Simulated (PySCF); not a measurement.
C4H5BCl2O2.
Numbering: `[CH2:1]=[CH:2][O:3][C:4](=[O:5])[CH2:6][B:7]([Cl:8])[Cl:9]` (hydrogens: H10, H11 on C1; H12 on C2; H13, H14 on C6)

Structure used (PBE0-D3(BJ)/def2-SVP), in Å, numbered top down from 1:
```xyz
14
C4H5BCl2O2 angstrom
C      2.7632   -0.4996    0.8904
C      1.7939   -0.6511   -0.0056
O      0.6904    0.1597    0.0208
C     -0.2846   -0.0515   -0.8948
O     -0.2198   -0.8726   -1.7651
C     -1.4527    0.8493   -0.6408
B     -2.4682    0.2925    0.4221
Cl    -2.0215   -0.9507    1.5629
Cl    -4.0833    0.9590    0.4949
H      2.7072    0.2673    1.6658
H      3.6341   -1.1544    0.8561
H      1.7852   -1.3967   -0.8042
H     -1.9796    1.0391   -1.5865
H     -1.1043    1.8194   -0.2440
```

All values: PBE0/def2-SVPD (PySCF, non-relativistic), on one gas-phase PBE0-D3(BJ)/def2-SVP geometry that isn't relaxed in the solvent. The solvent is an IEF-PCM continuum (cavity from Bondi-type radii × 1.2), and excitations are vertical TDDFT with non-equilibrium linear response and a frozen core. Only the electrostatic response of the medium enters.

Gas-phase singlets (H = HOMO, L = LUMO):

```tsv
state	E (eV)	λ (nm)	f	leading configurations
S1	5.011	247	0.001	H→L 100%
S2	5.668	219	0.013	H-1→L 75%, H-1→L+1 17%
S3	5.816	213	0.001	H-1→L+1 72%, H-1→L 16%
S4	5.988	207	0.005	H-2→L 93%
S5	6.104	203	0.319	H→L+1 92%
```

**Question.** Give the list for dichloromethane (ε = 8.93), n² = 2.03.

**Answer.** 
```
state  E (eV)  λ (nm)      f             leading configurations  change by rank (eV)
   S1   5.132     242  0.001                           H→L 100%               +0.121
   S2   5.824     213  0.020             H-1→L 50%, H-1→L+1 38%               +0.156
   S3   5.927     209  0.054  H-1→L+1 46%, H-1→L 27%, H→L+1 12%               +0.111
   S4   5.983     207  0.347                          H→L+1 82%               -0.005
   S5   6.094     203  0.006                H-2→L 85%, H-3→L 9%               -0.010
```

**Question.** How does the list change in acetonitrile (ε = 35.69)?

**Answer.** 
```json
{"state": "S1", "E (eV)": "5.151", "λ (nm)": "241", "f": "0.001", "leading configurations": "H→L 100%", "change by rank (eV)": "+0.140"}
{"state": "S2", "E (eV)": "5.845", "λ (nm)": "212", "f": "0.019", "leading configurations": "H-1→L 46%, H-1→L+1 42%", "change by rank (eV)": "+0.177"}
{"state": "S3", "E (eV)": "5.944", "λ (nm)": "209", "f": "0.060", "leading configurations": "H-1→L+1 42%, H-1→L 28%, H→L+1 14%", "change by rank (eV)": "+0.128"}
{"state": "S4", "E (eV)": "5.998", "λ (nm)": "207", "f": "0.329", "leading configurations": "H→L+1 80%", "change by rank (eV)": "+0.010"}
{"state": "S5", "E (eV)": "6.114", "λ (nm)": "203", "f": "0.006", "leading configurations": "H-2→L 84%, H-3→L 10%", "change by rank (eV)": "+0.010"}
```

**Question.** The ground-state energy changes by -0.228 eV from gas to acetonitrile. By how much does the total energy of gas-phase S1 change?

**Answer.** E(S1) = E(S0) + excitation energy, so it changes by -0.228 + 0.140 = -0.088 eV: it is lowered less than the ground state, which is what a blue shift means. This is the vertical state, with the slow part of the continuum still set for S0.

**Question.** How do the frontier levels move from gas to acetonitrile?

**Answer.** 
```
orbital  gas (eV)  solvent (eV)  change (eV)                    Löwdin shares, gas                Löwdin shares, solvent
 LUMO+2      0.04          0.18        +0.14  B7 44 %, Cl9 15 %, Cl8 13 %, H14 5 %   B7 43 %, Cl8 16 %, Cl9 15 %, C4 4 %
 LUMO+1     -0.75         -0.71        +0.04    C4 27 %, O5 19 %, C1 16 %, C2 12 %    C4 28 %, O5 19 %, C1 15 %, C2 11 %
   LUMO     -1.73         -1.55        +0.18  B7 46 %, Cl8 19 %, Cl9 18 %, C6 11 %  B7 46 %, Cl8 19 %, Cl9 18 %, C6 11 %
   HOMO     -7.54         -7.50        +0.04     C1 37 %, C2 28 %, O3 18 %, O5 5 %     C1 37 %, C2 28 %, O3 18 %, O5 4 %
 HOMO-1     -8.59         -8.67        -0.08       O5 64 %, C6 9 %, C4 9 %, O3 8 %       O5 61 %, C6 9 %, C4 9 %, O3 8 %
 HOMO-2     -9.40         -9.34        +0.06                    Cl8 58 %, Cl9 32 %                    Cl8 56 %, Cl9 34 %
 HOMO-3     -9.56         -9.46        +0.10  Cl9 41 %, Cl8 17 %, C6 13 %, B7 12 %  Cl9 38 %, Cl8 18 %, C6 14 %, B7 12 %
```

The HOMO–LUMO gap goes from 5.81 to 5.95 eV.
